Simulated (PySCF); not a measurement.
## Unknown compound

An unknown has the formula C$_{3}$H$_{11}$B$_{2}$N. Its calculated NMR data are:

¹H NMR (500 MHz, computed): δ 6.94 (br, 1H), 4.74 (br, 1H), 4.02 (br s, 1H), 2.95 (s, 3H), 2.10 (s, 2H), 0.95 (s, 3H).

¹³C{¹H} NMR (computed): δ 42.6, 38.6, 16.1.

[PySCF 2.14: couplings computed with B3LYP/pcJ-1 (spin–dipole term only in couplings to heteroatoms); σ from GIAO-B3LYP/pcSseg-2; structure optimised with PBE0-D3(BJ)/def2-SVP; a single conformation; non-relativistic; gas phase; one averaged value for each set of equivalent atoms]

Referencing at the same level of theory: ¹H (σref 31.39) and ¹³C (σref 179.19) vs TMS.

Question: Choose the structure that fits.
A. BNBC(C)C
B. CBNB(C)C
C. BCB(C)NC
D. CBCBNC

Answer: D. 

1. 3 carbon signals for 3 carbons: no two carbons are equivalent.
2. Carbon types of the structure: 1 × CH2, 2 × CH3, leaving 3 H on heteroatoms.
3. δC 38.6: methyl carbon bonded to N; the inductive effect lowers its shielding.
4. δC 16.1: methyl carbon bonded to B.
5. δH 4.02: hydrogen on a nitrogen bonded to C, B; exchangeable; this is the value without hydrogen bonding to other molecules.
6. δH 2.95: hydrogen on a methyl carbon bonded to N; its carbon carries N, which withdraws density.
7. δH 0.95: hydrogen on a methyl carbon bonded to B.
8. The protons at 0.95 and 6.94 share a coupling of 5.3 Hz (vicinal).

The others: BNBC(C)C would give 2 carbon signals, not 3; CBNB(C)C would give 2 carbon signals, not 3; BCB(C)NC would give 4 signals for carbon-bound and other non-exchanging H, not 5.

Exchangeable OH/NH protons stand at their gas-phase positions; hydrogen bonding in a real sample shifts them, mostly to higher δ. Hydrogens on boron are broadened and split by ¹¹B (spin 3/2, 80 %) and 10B (spin 3). A carbon bonded to boron is broadened by the quadrupolar boron nucleus and is often missing from a measured spectrum. Shifts are as computed. Against solution values, carbons near 30 ppm lie about +3 ppm off and those near 130 ppm about +8 ppm. Of 1313 compounds with measured shifts, 239 miss one by over three times the rms of a fit or turn the order of signals round; such compounds aren't used in these exercises. Couplings to exchangeable protons are dropped. Only one conformer was computed, so three-bond couplings in flexible chains and rings are approximate.
